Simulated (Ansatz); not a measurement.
Boron trifluoride + `N=C=O` → `O=C=NB(F)F` + H–F  (ligand exchange at a B–F bond)

Program: Ansatz. Geometries: PBE0-D4/def2-TZVP. ΔE: electronic, gas phase. CCSD(T)/CBS is the MP2 limit (def2-TZVPP, def2-QZVPP) plus CCSD(T) − MP2 in def2-TZVPP, frozen cores. This one scheme is used for every species. Functionals use def2-TZVPP. HSE06 is defined as in plane-wave codes. One conformer a species, not always the lowest.

`FB(F)F`:

Z-matrix (Å, degrees):
```
B
F 1 1.311
F 1 1.311 2 120.0
F 1 1.311 2 120.0 3 -180.0
```

`N=C=O`:

Cartesian coordinates in Å:
```
N 0.387 0.588 0.302
C -0.208 -0.195 -0.400
O -0.759 -0.855 -1.180
H 0.581 0.462 1.279
```

`O=C=NB(F)F`:

```xyz
6

O    -0.863   -0.214    2.437
C    -0.657   -0.084    1.307
N    -0.538    0.067    0.119
B     0.394    0.073   -0.945
F    -0.014    0.312   -2.171
F     1.678   -0.155   -0.747
```

H–F:

Cartesian coordinates in Å:
```
F 0.169 -0.405 0.137
H -0.169 0.405 -0.137
```

```csv
level,ΔE (kJ/mol)
revPBE-D4,36.7
PBE0-D4,39.5
HSE06,41.8
MP2/CBS(def2),37.1
```

(1) What does CCSD(T)/CBS give? (An estimate is asked.)

Largest T1 diagnostic among the species: 0.018.

## Answers

(1) Ansatz gave: +41.1 kJ/mol. The listed levels differ from it by -4.4, -1.6, 0.7, -4.0 kJ/mol.

Leaving LDA and LC-ωPBE aside and taking each functional with its dispersion term where it has one, the values, not all of them listed here, spread over 10.8 kJ/mol, from revPBE-D4 to B97M-V. In def2-TZVPP, CCSD(T) changes the Hartree–Fock value by −6.8 kJ/mol (the triples alone add −1.0 kJ/mol) and MP2 by −10.8 kJ/mol.
